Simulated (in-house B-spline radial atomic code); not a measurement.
# Sc IX (Sc8+): [Ne] 3s2 5s1 (an excited or competing configuration)

Method: Dirac-Hartree-Fock, average of configuration, Fermi nucleus of rms radius 3.5459 fm. Calculated with an all-electron radial atomic-structure program (B-spline basis).

Effective charges: Z_r = [3n² - l(l+1)]/(2<r>) from the radius, Z_e = n√(-2ε) from the energy, and Slater's rules. Values are occupation-weighted means over j.

```
shell  electrons   ε (eV)  <r> (bohr)    Z_r    Z_e  Slater
   1s          2  -4738.3     0.07293  20.57  18.66   20.70
   2s          2  -709.43       0.337  17.80  14.44   16.85
   2p          6  -612.32      0.3032  16.49  13.42   16.85
   3s          2  -213.25      0.9343  14.45  11.88   11.85
   5s          1  -57.436       3.218  11.65  10.27    9.00
```

The least bound orbital is 5s1/2 at -57.44 eV, and it is also the most diffuse (<r> = 3.218 bohr).

Spin-orbit splittings of the orbital energies (j = l + 1/2 above j = l - 1/2 when positive): 2p 4.85 eV.

For the 1s electron the small component carries 0.565 % of the norm, the zero-frequency Breit interaction raises the level by 4.176 eV, self-energy by 1.976 eV, and vacuum polarisation lowers it by 0.1498 eV.
